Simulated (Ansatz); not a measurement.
Reaction (ligand exchange at the Si–Te bond): `S[SiH2][TeH]` + `O[SiH2][SiH3]` → `[SiH3][SiH2]O[SiH2]S` + H₂Te

Isolated molecules relaxed with PBE0-D4/def2-TZVP in Ansatz; ΔE leaves out vibrations. CBS: MP2 limit from def2 TZ/QZ plus the TZ coupled-cluster correction, frozen cores. Functionals use def2-TZVPP. def2 core potentials past Kr. For Te outer-core shells are correlated without core-valence functions, which leaves a few kJ/mol of doubt a bond. Each species was taken in one conformer, which may not be the lowest.

```
             level  ΔE (kJ/mol)  difference from CCSD(T)/CBS
         r2SCAN-D4        -56.5                          0.0
           ωB97X-V        -61.9                         -5.4
            B2PLYP        -60.5                         -4.0
               PBE        -39.3                         17.2
              PBE0        -44.2                         12.3
SCS-MP2/def2-TZVPP        -64.0                         -7.5
CCSD(T)/def2-TZVPP        -64.2                         -7.7
    MP2/def2-QZVPP        -53.7                          2.8
      HF/CBS(def2)        -77.2                        -20.7
    CCSD/CBS(def2)        -58.9                         -2.4
       CCSD(T)/CBS        -56.5                            0
```

Largest T1 diagnostic among the species: 0.012.

In def2-TZVPP, CCSD(T) changes the Hartree–Fock value by +11.1 kJ/mol (the triples alone add +2.5 kJ/mol) and MP2 by +17.7 kJ/mol. The D4 term adds −5.7 kJ/mol with B3LYP and −3.9 kJ/mol with PBE0; it sums over pairs of atoms, weighted by their polarisabilities, and B3LYP, whose exchange is more repulsive, gets the larger term. From PBE to PBE0 (25 % exact exchange), in def2-TZVPP and without D4, ΔE moves by −5.0 kJ/mol.

B3LYP here is the variant with VWN-RPA as its local correlation; programs differ in this.
